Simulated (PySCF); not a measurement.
# Worked example: entropy of an ideal gas

MgHBr, SMILES [MgH][Br].

Geometry: B3LYP-D3(BJ)/def2-TZVP.

B3LYP-D3(BJ)/def2-TZVP in PySCF gives the harmonic wavenumbers 308, 308, 377, 1676 cm⁻¹ and the rotational temperature 0.2113 K. The molar mass is 105.22 g/mol, the symmetry number 1, the spin multiplicity 1.

### Question
Work out the entropy at 298.15 K and 1 atm in the rigid-rotor, harmonic-oscillator model.

### Answer

Translation (Sackur–Tetrode at 1 atm): S = R[1.5 ln M + 2.5 ln T − 1.16487] = 166.8 J/(mol K).
Rotation: q = T/(σ θ) = 1410, S = R[ln q + 1] = 68.6 J/(mol K).
Vibration: with u = 1.4388 ν/T, each mode gives R[u/(e^u − 1) − ln(1 − e^−u)]:
| ν (cm⁻¹) | modes | u | S (J/(mol K)) |
|---|---|---|---|
| 308 | 2 | 1.49 | 11.49 |
| 377 | 1 | 1.82 | 4.40 |
| 1676 | 1 | 8.09 | 0.02 |
These are all the modes. Sum 15.9 J/(mol K).
Spin: R ln 1 = 0.0 J/(mol K).
Total 251.3 J/(mol K); the program's own thermochemistry gives 251.3. Translation makes up 66 % and vibration 6 %. Anharmonicity, hindered rotation and orbital degeneracy are left out.
